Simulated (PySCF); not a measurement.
## Radial density of Tc⁺ (technetium, charge +1)

B3LYP, [Kr] 4d4 5s1 6s1, high-spin 7D determinant (an excited configuration). Calculation: PySCF 2.14, in aug-cc-pwCVTZ-PP with ECP28MDF (8s8p7d4f3g, 122 functions); a scalar-relativistic core potential. This is the valence pseudo-density: the core potential removes the inner electrons and smooths the orbitals near the nucleus.

```tsv
r (bohr)	4πr²ρ (e/bohr)	4πr²(ρα − ρβ)
0.0330	2.165e-05	0.0000
0.0555	5.228e-05	0.0000
0.0933	0.0001756	0.0000
0.157	0.001490	0.0005
0.264	0.02460	0.0079
0.444	0.6898	0.1490
0.747	8.007	1.4560
1.26	10.03	2.9607
2.11	2.372	1.7391
3.56	0.3478	0.3444
5.98	0.2366	0.2366
10.1	0.03523	0.0352
16.9	0.0001076	0.0001
```

Energies and moments cover only the electrons outside the core potential. The outer electron is Rydberg-like, and this basis confines it to a smaller radius and binds it less than a complete one would.
